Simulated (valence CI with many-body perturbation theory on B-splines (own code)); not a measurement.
**Sr16+: M1 decay**

Calculated by configuration interaction combined with many-body perturbation theory (CI+MBPT): four valence electrons over a frozen Dirac-Fock core [Ar], radial functions for each j: 7 s, 7 p, 8 d, 6 f, 4 g, 1 h, with the one-electron correlation potential Σ1 (screened to all orders), the two-electron term Σ2, the three-electron term Σ3, Breit, model QED; selected single and double excitations, second order for the rest, scaled by the run's own slope (own B-spline code, finite nucleus).

No measured levels were compared; by estimate terms of the open shell hold to 2 to 4 % of their energy, and close levels can change places. Only levels of the ground parity were solved; by the run's estimate the other parity begins above the list, which can be wrong where configurations are misplaced.

Lines 1 to 50 of 120 in falling wavelength, among levels below 40.421 eV, chosen from the decays that carry over 1 % of a level's rate. Wavelengths and rates use the calculated energies, so an error of 2000 cm⁻¹ moves a line at 14130 Å by 28 % and its rate by three times that or more. Weak lines are less certain than strong ones. Lines between different terms over intervals too small for the method are left out, as are lines whose strength nearly cancels. Branching is blank where the lifetime is uncertain.

Names give the largest LS component (configuration and term), which can be under half, so a name can repeat, a term be missing and a line seem to break the LS rules; names also repeat where a configuration has a term twice. Letters in brackets count levels of one name in rising energy.

```csv
λ vac (Å),Upper,Lower,Type,A (s⁻¹),Branch %
25120,3d⁴ ⁵D_1,3d⁴ ⁵D_0,M1,3.17e+00,100.0
21370,3d⁴ ³H_6,3d⁴ ³H_5,M1,1.77e+00,99.9
19000,3d⁴ ⁵D_2,3d⁴ ⁵D_1,M1,7.90e+00,100.0
18180,3d⁴ ⁵D_4,3d⁴ ⁵D_3,M1,4.37e+00,100.0
17970,3d⁴ ⁵D_3,3d⁴ ⁵D_2,M1,7.76e+00,100.0
14130,3d⁴ ³F_4 [a],3d⁴ ³G_3,M1,5.24e+00,1.5
13790,3d⁴ ³G_5,3d⁴ ³G_4,M1,4.19e+00,3.6
11890,3d⁴ ³H_5,3d⁴ ³H_4,M1,1.22e+01,81.1
11870,3d⁴ ³G_4,3d⁴ ³F_4 [a],M1,1.35e+00,1.2
9560,3d⁴ ³G_3,3d⁴ ³H_4,M1,8.27e+00,3.3
6818,3d⁴ ³F_3 [a],3d⁴ ³F_2 [a],M1,3.83e+01,15.1
6762,3d⁴ ³P_1 [a],3d⁴ ³P_0 [a],M1,5.49e+01,8.8
6560,3d⁴ ³D_3,3d⁴ ³P_2 [a],M1,1.03e+01,3.1
6452,3d⁴ ³G_4,3d⁴ ³G_3,M1,9.00e+00,8.0
6380,3d⁴ ³G_5,3d⁴ ³F_4 [a],M1,3.09e+01,26.4
6228,3d⁴ ³P_2 [a],3d⁴ ³P_1 [a],M1,5.62e+01,20.5
5910,3d⁴ ³F_3 [a],3d⁴ ³G_3,M1,4.29e+01,16.9
5702,3d⁴ ³F_4 [a],3d⁴ ³H_4,M1,7.17e+01,19.9
5697,3d⁴ ³G_4,3d⁴ ³H_5,M1,1.17e+01,10.4
5462,3d⁴ ³D_2,3d⁴ ³P_2 [a],M1,1.25e+01,2.8
4969,3d⁴ ³G_5,3d⁴ ³H_6,M1,3.02e+01,25.8
4882,3d⁴ ¹G_4 [a],3d⁴ ³G_5,M1,3.29e+01,6.0
4560,3d⁴ ³D_1,3d⁴ ³P_2 [a],M1,3.43e+01,6.8
4218,3d⁴ ³F_4 [b],3d⁴ ¹F_3,M1,2.17e+01,
4182,3d⁴ ¹D_2 [a],3d⁴ ³D_1,M1,4.14e+01,6.7
4031,3d⁴ ³G_5,3d⁴ ³H_5,M1,4.47e+01,38.2
3852,3d⁴ ³G_4,3d⁴ ³H_4,M1,2.98e+00,2.6
3800,3d⁴ ¹G_4 [a],3d⁴ ³F_3 [a],M1,1.02e+02,18.6
3757,3d⁴ ³D_3,3d⁴ ³F_2 [a],M1,4.48e+00,1.3
3709,3d⁴ ³F_2 [b],3d⁴ ¹F_3,M1,6.05e+01,8.9
3632,3d⁴ ¹D_2 [a],3d⁴ ³D_2,M1,2.31e+01,3.7
3605,3d⁴ ¹G_4 [a],3d⁴ ³G_4,M1,3.53e+01,6.4
3464,3d⁴ ³D_3,3d⁴ ³G_3,M1,1.51e+01,4.5
3369,3d⁴ ³D_2,3d⁴ ³F_2 [a],M1,3.60e+01,8.0
3359,3d⁴ ³P_2 [b],3d⁴ ¹D_2 [a],M1,4.52e+01,9.5
3268,3d⁴ ¹D_2 [a],3d⁴ ³D_3,M1,9.50e+01,15.4
3190,3d⁴ ¹I_6,3d⁴ ³H_6,M1,8.40e+01,49.6
3132,3d⁴ ³D_2,3d⁴ ³G_3,M1,8.95e+00,2.0
3003,3d⁴ ³D_1,3d⁴ ³F_2 [a],M1,3.30e+01,6.5
2910,3d⁴ ³D_2,3d⁴ ³P_1 [a],M1,1.86e+01,4.1
2775,3d⁴ ¹I_6,3d⁴ ³H_5,M1,8.50e+01,50.2
2766,3d⁴ ¹G_4 [a],3d⁴ ³F_4 [a],M1,2.62e+02,47.7
2674,3d⁴ ³F_2 [b],3d⁴ ¹D_2 [a],M1,3.84e+01,5.7
2634,3d⁴ ¹F_3,3d⁴ ³D_2,M1,3.37e+01,
2633,3d⁴ ³D_1,3d⁴ ³P_1 [a],M1,1.05e+02,20.6
2437,3d⁴ ¹F_3,3d⁴ ³D_3,M1,1.32e+02,
2408,3d⁴ ³H_4,3d⁴ ⁵D_4,M1,6.33e+01,81.3
2350,3d⁴ ¹D_2 [a],3d⁴ ³F_3 [a],M1,2.60e+01,4.2
2208,3d⁴ ¹G_4 [a],3d⁴ ³H_5,M1,6.88e+01,12.5
2181,3d⁴ ¹D_2 [a],3d⁴ ³P_2 [a],M1,9.64e+01,15.6
```
